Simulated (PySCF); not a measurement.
Computed spin Hamiltonian

C6H7F (charge +1 and doublet state).
Cartesian coordinates in Å at the GFN2-xTB level; atoms count from 1:
```
atom  x, y, z in Å
C1     2.0715    0.2291   -0.0322
C2     0.6138    0.1296   -0.0155
C3    -0.3289    1.1900    0.0803
C4    -1.6038    0.6961    0.0753
C5    -1.5904   -0.7890   -0.0307
C6    -0.1379   -1.0590   -0.0848
F7     0.3625   -2.2496   -0.1897
H8     2.3997    1.1431   -0.5276
H9     2.5330   -0.6498   -0.4803
H10    2.4509    0.2965    0.9958
H11   -0.0583    2.2293    0.1459
H12   -2.5097    1.2741    0.1384
H13   -2.0806   -1.2811    0.8185
H14   -2.1225   -1.1597   -0.9155
```

The species is `C[C+]1C=CC[C]1F` [radical] (charge +1).

Level of theory: PySCF 2.14.0, UKS B3LYP, pcH-1 on C F H, non-relativistic, mean-field spin-orbit, GIAO. Isolated species at its GFN2-xTB geometry, gas phase. Couplings are sensitive to structure, and on GFN2-xTB geometries they can be far from those on DFT ones, by a factor of two or more for some ions and for spin on atoms past the first row. The SCF solution wasn't tested for stability.

```
g1, g2, g3                      : 2.00211, 2.00342, 2.00423
g_iso                           : 2.00325
Form of g                       : rhombic: the two nearest values differ by 38 % of g3 − g1
⟨S²⟩                            : 0.7616 (exact 0.7500)
α and β electrons               : 26, 25
HOMO–LUMO gap, α and β orbitals : 5.06, 3.93 eV
Total energy                    : -332.38740 Eh
```

Hyperfine couplings atom by atom, in MHz; T1 to T3 are the principal values of the dipolar part; ρ(0) is the spin density at the nucleus:

```csv
atom,isotope,a_iso,T1,T2,T3,Mulliken spin population,ρ(0) (bohr⁻³)
C1,13C,-7.5,-2.1,-0.1,2.2,-0.01,-0.0067
C2,13C,3.2,-16.9,-14.4,31.4,0.16,0.0028
C3,13C,-17.0,-0.9,0.3,0.6,-0.03,-0.0151
C4,13C,34.7,-36.2,-34.7,70.8,0.44,0.0309
C5,13C,-19.8,-1.1,0.0,1.1,-0.05,-0.0176
C6,13C,34.5,-39.7,-38.9,78.6,0.41,0.0307
F7,19F,94.9,-196.4,-182.6,379.0,0.07,0.0226
H8,1H,17.3,-2.3,-1.5,3.8,0.01,0.0039
H9,1H,8.8,-2.9,-1.4,4.3,0.00,0.0020
H10,1H,56.8,-2.8,-1.7,4.5,0.02,0.0127
H11,1H,-1.7,-3.2,-2.9,6.1,0.00,-0.0004
H12,1H,-31.3,-17.5,-2.2,19.7,-0.02,-0.0070
H13,1H,0.9,-5.0,0.0,5.0,0.00,0.0002
H14,1H,1.0,-5.0,0.0,5.0,0.00,0.0002
```

The largest Mulliken spin populations are on C4 (+0.44), C6 (+0.41), C2 (+0.16) and F7 (+0.07). Three atoms exceed +0.15.

C6, the radical centre as drawn in `C[C+]1C=CC[C]1F`, holds a spin population of +0.41 out of 1.

Axes: g2 points within 4° of the C4–H12 bond and g3 points within 4° of the C2–C6 bond.

Under fast tumbling the dipolar parts average out, and these isotropic splittings remain: 1 × 19F (F7, I = 1/2, 2 lines) with 3.38 mT, 1 × 1H (H12, I = 1/2, 2 lines) with 1.12 mT, 3 × 1H (H8/H9/H10, I = 1/2, 4 lines) with 0.99 mT, 1 × 1H (H11, I = 1/2, 2 lines) with 0.06 mT and 2 × 1H (H13/H14, I = 1/2, 3 lines) with 0.03 mT.

Nuclei that the bonding pattern makes equivalent are averaged, as if the motion that swaps them (rotation, inversion, ring flip) were fast. The three 1H nuclei of mean +27.6 MHz run from 8.8 to 56.8 MHz in the frozen geometry.

The 13C coupling of C4 (34.7 MHz) shows only in satellite lines or after enrichment, since that isotope makes up about 1.07 % of natural carbon.
